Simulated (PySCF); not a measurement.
**Which element holds Br most strongly?**

PBE0 in PySCF with def2-TZVPP on every atom (core potentials on Mo, Sn), for the lowest determinant that a PBE0 search found; no spin–orbit coupling. D0 is De less the harmonic zero-point energy.

```csv
M,state (unpaired electrons),Re (Å),ωe (cm⁻¹),D0(MBr) (eV)
Mo,"sextet (σ ↑, π ↑↑, δ ↑↑)",2.433,268,3.34
C,doublet (π ↑),1.815,745,3.69
Ga,singlet (closed shell),2.374,265,4.37
B,singlet (closed shell),1.894,685,4.54
Si,doublet (π ↑),2.231,423,3.90
Sn,doublet (π ↑),2.518,244,3.55
Al,singlet (closed shell),2.318,371,4.59
```

Order the elements by D0 and give the energy of GaBr + Sn → SnBr + Ga.

Al > B > Ga > Si > C > Sn > Mo; ΔE = 4.37 − 3.55 = +0.82 eV at PBE0/def2-TZVPP. Close neighbours can swap at other levels.

The metal atom is held in its measured ground configuration; semilocal functionals can put another filling of s and d lower by some tenths of an eV, and De to that atom would be smaller. Spin–orbit coupling is left out, which matters for elements this heavy, above all for dissociation energies. States were picked by a PBE0 search and need not be the measured ground states.
